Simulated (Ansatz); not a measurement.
Geometry optimisation, RKS B3LYP-D4/def2-SVP in Ansatz 0.2.0.

input.yaml

```yaml
crystal:
  periodic: [false, false, false]
  atoms:
    - { symbol: Al, position_ang: [-0.484119, -0.074076, -0.707373] }
    - { symbol: O, position_ang: [1.265397, 2.07972, 0.795979] }
    - { symbol: C, position_ang: [-0.465071, -1.761331, 0.246617] }
    - { symbol: F, position_ang: [-1.909933, 0.784844, -0.855604] }
    - { symbol: H, position_ang: [1.448953, 1.769967, -0.107112] }
    - { symbol: H, position_ang: [0.717893, 0.573661, -1.427839] }
    - { symbol: H, position_ang: [0.818072, 2.927323, 0.657658] }
    - { symbol: H, position_ang: [0.36371, -2.422409, -0.057068] }
    - { symbol: H, position_ang: [-0.342844, -1.564059, 1.327134] }
    - { symbol: H, position_ang: [-1.411858, -2.31354, 0.127608] }
basis:
  gaussian: { orbitals: def2-SVP }
hamiltonian:
  xc: b3lyp
  dispersion: d4
relax:
  f_tol: 0.03
  max_steps: 50
output:
  orbitals: {}
```

Command:

```bash
$ ansatz run input.yaml --threads 2 --pin off --max-ram 3072MiB --backend cpu --events-out ev --progress --plain --runs-dir out
```

Q: Where does it end, and by what steps?

A: The forces met the threshold. The force dipped under the threshold on the way, but the program's further checks kept it going. After 17 steps the energy has fallen by 0.886 eV; H7 moved furthest, 0.99 Å. Joined: Al1–O2 (3.16 → 2.03 Å).

```
step  energy less start (eV)  largest force component (eV/Å)  accepted
   0                  0.0000                           0.483       yes
   1                 -0.0814                           1.867       yes
   2                 -0.2375                           1.717       yes
   3                 -0.4840                           1.152       yes
   4                 -0.6884                           0.633       yes
   5                 -0.7764                           0.739       yes
   6                 -0.8186                           0.660       yes
   7                 -0.8399                           0.963       yes
   8                 -0.8623                           0.336       yes
   9                 -0.8689                           0.111       yes
  10                 -0.8777                           0.141       yes
  11                 -0.8817                           0.158       yes
  12                 -0.8836                           0.062       yes
  13                 -0.8842                           0.087       yes
  14                 -0.8851                           0.070       yes
  15                 -0.8856                           0.024       yes
  16                 -0.8859                           0.033       yes
  17                 -0.8859                           0.027       yes
```

```xyz
10
Properties=species:S:1:pos:R:3
Al -0.253 0.172 -0.637
O 0.926 1.405 0.461
C -0.364 -1.516 0.339
F -1.511 1.293 -0.367
H 1.638 1.835 -0.037
H 0.470 0.329 -2.049
H 0.272 2.098 0.671
H 0.603 -2.049 0.359
H -0.684 -1.362 1.385
H -1.096 -2.203 -0.124
```

The run took 24 s on 2 threads of AMD EPYC 9R14 (Zen 4), on a shared host, peak memory 0.19 GiB.
